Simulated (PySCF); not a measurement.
Computed shifts of a molecule H₆O₂Si₂, KT2/pcSseg-1 (PySCF), GIAO, gas phase, atoms alike by connectivity averaged where their shifts nearly agree, in ppm (number of nuclei): ²⁹Si: -22.0 (1), -31.1 (1). ¹H: 5.64 (3), 5.61 (1), 5.38 (1), 2.48 (1). References: ²⁹Si against TMS (σ = 361.9 ppm); ¹⁷O against H2O (σ = 330.4 ppm); ¹H against TMS (σ = 31.47 ppm), references at their B3LYP-D3(BJ)/def2-TZVP geometries, non-relativistic. The structure is a stationary point at PBE-D3(BJ)/def2-SVP. The values are those of a single conformer.

Problem. Which structure fits?
A) O[SiH2][SiH2]O
B) O[SiH2]O[SiH3]
C) O[SiH](O)[SiH3]

Solution. B, O[SiH2]O[SiH3]
